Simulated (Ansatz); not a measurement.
One geometry of `F[B]1[CH2][AlH]1`, several functionals.

```yaml
crystal:
  periodic: [false, false, false]
  atoms:
    - {symbol: F, position_ang: [-0.817965, -1.964801, 1.151545]}
    - {symbol: B, position_ang: [-0.363069, -1.031049, 0.329859]}
    - {symbol: C, position_ang: [0.500238, 0.144448, 0.566516]}
    - {symbol: Al, position_ang: [-0.687351, 0.231133, -1.158816]}
    - {symbol: H, position_ang: [1.023733, 0.687062, -0.247890]}
    - {symbol: H, position_ang: [0.960724, 0.441293, 1.508779]}
    - {symbol: H, position_ang: [-0.555111, 1.423915, -2.195492]}
basis:
  gaussian: {orbitals: def2-TZVPP}
hamiltonian: {xc: {name: revPBE}, dispersion: d4}
output: {orbitals: {seedname: orbitals}}
```

```sh
$ ansatz run in.yaml --threads 2 --pin off --events-out ev --progress --plain --max-ram 4352MiB
```

It prints (some lines left out):

```
Functional definition: revPBE
  name "revPBE"
  cite "Zhang & Yang, Phys. Rev. Lett. 80, 890 (1998) doi:10.1103/PhysRevLett.80.890"
  cite "Perdew, Burke & Ernzerhof, Phys. Rev. Lett. 77, 3865 (1996) doi:10.1103/PhysRevLett.77.3865"
  parameter kappa = 1.245
  parameter beta = 0.06672455060314922
  exchange = pbe_x(kappa = kappa, mu = beta*pi^2/3)
  correlation = pbe_c(beta = beta)
951 factors; their error is unknown
mean field evaluation 1: about -11060.8829 eV, gradient 7.4e1 eV
mean field evaluation 2: about -10980.7881 eV, gradient 1.5e2 eV
mean field evaluation 4: about -11073.0435 eV, gradient 2.1e1 eV
mean field evaluation 8: about -11074.7134 eV, gradient 3.1e-1 eV
mean field evaluation 16: about -11074.7007 eV, gradient 1.6e-4 eV
mean field -11074.70068659 eV, -406.9877435305 hartree, gradient 4.7e-5 eV, S^2 0.000000; 0 other end points of the search recorded, 0 dependent functions left out
reference -11074.70073983 eV, -406.9877454871 hartree; 18, 18 occupied and 159, 159 virtual orbitals, 951 factors
Total energy: -11075.04249704 eV, -407.0003048329 hartree
```

It took 1.4 s on 2 threads of an Arm Neoverse V2 on a shared host, with 0.17 GiB of host memory at the peak.

With the line `hamiltonian: {xc: {name: B3LYP}, dispersion: d4}` and forces (abridged; 2.6 s):

```
Functional definition: B3LYP
mean field evaluation 16: about -11078.2993 eV, gradient 5.5e-4 eV
mean field -11078.29927439 eV, -407.1199891930 hartree, gradient 3.4e-5 eV, S^2 0.000000
Total energy: -11078.48238470 eV, -407.1267183726 hartree
Atom 0 force    -0.077170    -0.136487     0.118512 eV/Å
Atom 1 force     0.120234     0.179905    -0.101714 eV/Å
Atom 2 force     0.137314     0.048794     0.048962 eV/Å
Atom 3 force    -0.096105     0.070108    -0.180460 eV/Å
Atom 4 force    -0.042176    -0.060910     0.108581 eV/Å
Atom 5 force    -0.031630    -0.032353    -0.046587 eV/Å
Atom 6 force    -0.010466    -0.069057     0.052705 eV/Å
Dipole moment:     0.001007     0.372370    -0.306707 e Å
```

The same input with `hamiltonian: {xc: {name: wB97X-V}}` (abridged; 6 s):

```
Functional definition: wB97X-V
mean field evaluation 16: about -11074.8501 eV, gradient 9.0e-5 eV
mean field -11074.85006402 eV, -406.9932330496 hartree, gradient 9.0e-5 eV, S^2 0.000000
Total energy: -11074.85006199 eV, -406.9932329751 hartree
```

With the line `hamiltonian: {xc: {name: r2SCAN0}, dispersion: d4}` (abridged; 3.7 s):

```
Functional definition: r2SCAN0
mean field evaluation 16: about -11073.8212 eV, gradient 1.1e-4 eV
mean field -11073.82122056 eV, -406.9554237498 hartree, gradient 3.3e-5 eV, S^2 0.000000
Total energy: -11073.85131980 eV, -406.9565298768 hartree
```

With the line `hamiltonian: {xc: {name: B97M-V}}` (abridged; 6.5 s):

```
Functional definition: B97M-V
mean field evaluation 16: about -11075.4301 eV, gradient 1.1e-3 eV
mean field -11075.43009893 eV, -407.0145489396 hartree, gradient 4.0e-5 eV, S^2 0.000000
Total energy: -11075.43015958 eV, -407.0145511685 hartree
```

Changing it to `hamiltonian: {xc: {name: BHLYP}, dispersion: d4}` (abridged; 1.9 s):

```
Functional definition: BHLYP
mean field evaluation 16: about -11075.4072 eV, gradient 4.6e-5 eV
mean field -11075.40721619 eV, -407.0137080144 hartree, gradient 4.6e-5 eV, S^2 0.000000
Total energy: -11075.55216680 eV, -407.0190348510 hartree
```

B3LYP takes the VWN-RPA correlation (the form of Gaussian; ORCA's B3LYP/G).
